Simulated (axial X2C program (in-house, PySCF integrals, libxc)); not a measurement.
# Worked dissociation energy of ScSi⁻: PBEsol, spin-free

Computed with an in-house all-electron X2C program for linear molecules (integrals from PySCF). Spin-free means the one-electron spin-free X2C Hamiltonian. Basis: Sc dyall-acv3z [11s12p8d5f2g], Si dyall-av3z [9s8p3d2f] (cores contracted in-house); Gaussian nuclei, density fitting, unrestricted open shells. Masses: Sc 44.956 u, Si 27.977 u.

Molecular state: M_S = 1, Λ = 0 (beyond evenly filled blocks: π+α, π-α).

- E(Sc) (2M_S = 1, M_L = 0): -763.057385 hartree
- E(Si-) (2M_S = 3, M_L = 0): -289.357844 hartree
- E(ScSi⁻) at Re: -1052.505329 hartree
- ωe: 354.4 cm⁻¹
- ωexe: 1.56 cm⁻¹

Problem. Work out De and D0.

Solution. De = -763.057385 + (-289.357844) − (-1052.505329) = 0.09010 hartree = 2.452 eV. The zero-point energy is ωe/2 − ωexe/4 = 177 cm⁻¹ = 0.022 eV, so D0 = 2.430 eV.

De is counted from the lowest determinant-based energies of the atoms at the same level, without counterpoise correction. The state is one determinant with fixed occupations, lowest in a PBE0 search at one distance only: followed along the bond, the 2c determinant Ω = 2 reaches 0.03 eV lower at PBE0, at Re = 2.409 Å, so the state shown is not the lowest. At some level and bond length an empty orbital lies below a filled one. The highest occupied level of some functionals is positive through self-interaction error; at Hartree–Fock it is bound. The determinant is spin-polarised beyond a pure state at some levels (its spin-free form has ⟨S²⟩ too high), which makes Re and μ there less reliable.

The levels of this run spread widely (ωe from 246 to 354 cm⁻¹), so these constants depend on the method.

Each atomic determinant is the lowest at this level and need not be a pure term. Totals compare only within one Hamiltonian and basis.
